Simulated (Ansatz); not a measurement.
Kohn–Sham single points on C2H3FGeO.

```yaml
crystal:
  periodic: [false, false, false]
  atoms:
    - {symbol: F, position_ang: [-0.139009, -1.033949, 2.390776]}
    - {symbol: C, position_ang: [0.601181, -0.748961, 1.334315]}
    - {symbol: C, position_ang: [0.537307, 0.429035, 0.628461]}
    - {symbol: Ge, position_ang: [-0.404591, 0.618230, -1.054477]}
    - {symbol: O, position_ang: [1.498007, -1.459406, 0.928331]}
    - {symbol: H, position_ang: [-1.674359, 1.353929, -0.591486]}
    - {symbol: H, position_ang: [0.419813, 1.511717, -1.982589]}
    - {symbol: H, position_ang: [-0.746249, -0.727695, -1.709231]}
basis:
  gaussian: {orbitals: def2-TZVPP}
hamiltonian: {xc: {name: wB97M-V}}
output: {forces: true, orbitals: {seedname: orbitals}}
```

```sh
$ ansatz run in.yaml --threads 4 --pin off --events-out ev --progress --plain --max-ram 10444MiB
```

Output, abridged:

```
Functional definition: wB97M-V
  name "wB97M-V"
  cite "Mardirossian & Head-Gordon, J. Chem. Phys. 144, 214110 (2016) doi:10.1063/1.4952647"
  cite "Becke, J. Chem. Phys. 107, 8554 (1997) doi:10.1063/1.475007"
  cite "Vydrov & Van Voorhis, J. Chem. Phys. 133, 244103 (2010) doi:10.1063/1.3521275"
  # Of w^i u^j: cxij and so on, Table III.
  parameter omega = 0.3/bohr
  parameter cx = 0.15
  parameter cx01 = 1.007
  parameter cx10 = 0.259
  parameter css00 = 0.443
  parameter css04 = -1.437
  parameter css10 = -4.535
  parameter css20 = -3.390
  parameter css43 = 4.278
  parameter cos00 = 1.000
  parameter cos10 = 1.358
  parameter cos20 = 2.924
  parameter cos21 = -8.812
  parameter cos60 = -1.390
  parameter cos61 = 9.142
  parameter b = 6.0
  parameter c = 0.01
  gx(w, u) = 1 - cx + cx01*u + cx10*w
  gss(w, u) = css00 + css04*u^4 + css10*w + css20*w^2 + css43*w^4*u^3
  gos(w, u) = cos00 + cos10*w + (cos20 + cos21*u)*w^2 + (cos60 + cos61*u)*w^6
  exchange = spin_sum(e_x_unif_sr(omega)*gx(b97_w, b97_u_x)) + cx*exact_x_sr(omega) + exact_x_lr(omega)
  correlation = spin_sum(e_c_pw_mod_same_spin*gss(b97_w, b97_u_same))
      + integral(e_c_pw_mod_opposite_spin*gos(b97_w_opposite, b97_u_opposite)) + vv10(b, c)
1230 factors; their error is unknown
255 factors; integrals over basis functions are off by at most 4.5e-6 eV
mean field evaluation 1: about -63394.4633 eV, gradient 4.9e1 eV
mean field evaluation 2: about -63390.1975 eV, gradient 7.2e1 eV
mean field evaluation 4: about -63398.5367 eV, gradient 3.2e0 eV
mean field evaluation 8: about -63398.5644 eV, gradient 1.6e-1 eV
mean field evaluation 16: about -63398.7272 eV, gradient 6.1e-3 eV
mean field -63398.72719471 eV, -2329.8602512047 hartree, gradient 5.5e-5 eV, S^2 0.000000; 0 other end points of the search recorded, 0 dependent functions left out
the calculation of the forces begins
reference -63398.72723632 eV, -2329.8602527340 hartree; 32, 32 occupied and 182, 182 virtual orbitals, 1230 factors
Total energy: -63398.72723632 eV, -2329.8602527340 hartree
Atom 0 at    -0.139009    -1.033949     2.390776 Å, force    -0.163360    -0.028524     0.169662 eV/Å
Atom 1 at     0.601181    -0.748961     1.334315 Å, force     0.325049    -0.263759    -0.129529 eV/Å
Atom 2 at     0.537307     0.429035     0.628461 Å, force     0.032248     0.235665    -0.001687 eV/Å
Atom 3 at    -0.404591     0.618230    -1.054477 Å, force    -0.161694     0.043433    -0.196739 eV/Å
Atom 4 at     1.498007    -1.459406     0.928331 Å, force    -0.132927     0.070820     0.035560 eV/Å
Atom 5 at    -1.674359     1.353929    -0.591486 Å, force     0.113379    -0.072198    -0.036420 eV/Å
Atom 6 at     0.419813     1.511717    -1.982589 Å, force    -0.057841    -0.089207     0.092841 eV/Å
Atom 7 at    -0.746249    -0.727695    -1.709231 Å, force     0.045145     0.103770     0.066313 eV/Å
Dipole moment:    -0.446038     0.269627    -0.358722 e Å
```

Run time 11 s (4 threads of an Arm Neoverse V1 on a shared host); peak host memory 0.7 GiB.

The same input with `hamiltonian: {xc: r2scan, dispersion: d4}` (abridged; 4.2 s):

```
Functional definition: r2SCAN
mean field evaluation 16: about -63400.5503 eV, gradient 5.9e-3 eV
mean field -63400.55029848 eV, -2329.9272490328 hartree, gradient 3.4e-5 eV, S^2 0.000000
Total energy: -63400.58770861 eV, -2329.9286238296 hartree
Atom 0 force    -0.212426    -0.131070     0.376675 eV/Å
Atom 1 force    -0.320982     0.584037    -0.225950 eV/Å
Atom 2 force    -0.047533     0.011486    -0.054624 eV/Å
Atom 3 force     0.060582    -0.011938     0.061457 eV/Å
Atom 4 force     0.528267    -0.451384    -0.178405 eV/Å
Atom 5 force     0.047187    -0.022757    -0.029979 eV/Å
Atom 6 force    -0.053522    -0.030748     0.033265 eV/Å
Atom 7 force    -0.001574     0.052373     0.017562 eV/Å
Dipole moment:    -0.418507     0.225857    -0.336597 e Å
```
